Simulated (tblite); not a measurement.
Species: C₅H₇NOSe.
Atom-mapped SMILES: `[CH3:1][CH2:2][O:3][c:4]1[n:5][cH:6][cH:7][se:8]1` (hydrogens: H9, H10, H11 on C1; H12, H13 on C2; H14 on C6; H15 on C7)

Computed with GFN2-xTB (tblite), gas phase: nudged elastic band of 9 images (0 to 8), spring 0.2 eV/Å², climbing image at the end, force threshold 0.05 eV/Å. No saddle search or frequency run followed, so the top image need not be a first-order saddle, and its height can exceed the method's true barrier by a kcal/mol or more.

The band describes a rotation about C2–O3 (sp3 carbon bound to oxygen, aryl ether oxygen), followed by the dihedral C1–C2–O3–C4, from the optimised start (74°) to a second optimised geometry at -177°.

Question: Give the energy profile along the converged band.

Answer: 
| image | dihedral (°) | E (eV) | C2–O3 (Å) | C1···C4 (Å) | largest true force (eV/Å) |
| --- | --- | --- | --- | --- | --- |
| 0 | 74 | 0.000 | 1.428 | 3.04 | 0.01 |
| 1 | 86 | 0.008 | 1.429 | 3.15 | 0.02 |
| 2 | 100 | 0.026 | 1.431 | 3.27 | 0.03 |
| 3 | 114 | 0.043 | 1.432 | 3.38 | 0.03 |
| 4 | 129 | 0.051 | 1.433 | 3.47 | 0.03 |
| 5 | 143 | 0.050 | 1.432 | 3.55 | 0.04 |
| 6 | 157 | 0.042 | 1.431 | 3.59 | 0.04 |
| 7 | 170 | 0.035 | 1.430 | 3.62 | 0.05 |
| 8 | -177 | 0.031 | 1.429 | 3.61 | 0.01 |

Barriers of this band. The top is image 4 at 129°: 0.051 eV forward and 0.020 eV back; the end lies 0.031 eV above the start. The central bond is 0.005 Å longer at the top than at the start.

Question: What rate follows at 350 K for crossing this barrier forward?

Answer: Taking the electronic barrier for the free energy of activation (no zero-point or entropy terms, transmission 1), rate = (kT/h)·exp(−ΔE/kT) ≈ 1 × 10^12 s⁻¹, whose inverse is 7 × 10^-13 s. An error of 1 kcal/mol in the barrier changes this by a factor of 4, and the method and the loose band can each miss by that much or more. The barrier is only 1.7 kT, where transition-state theory is rough.

Question: How would the two end points share their population at 350 K, from these energies alone?

Answer: exp(−ΔE/kT) with ΔE = 0.031 eV gives 0.36 for the higher one (end) against 1 for the lower, without vibrational, rotational or degeneracy terms. GFN2-xTB can put conformers this close in the wrong order.

Question: How long is the path, and how are the images spaced?

Answer: Cartesian distances between aligned neighbours (all atoms, Å): 0.63, 0.65, 0.64, 0.63, 0.61, 0.61, 0.61, 0.70; the sum is 5.08 Å, and the top lies 50 % of the way along.

The cost below is that of the whole band run. Time: 5.2 s; peak memory 0.19 GiB. Hardware: one thread, Intel Xeon Platinum 8259CL at 2.50 GHz (x86_64), shared host.
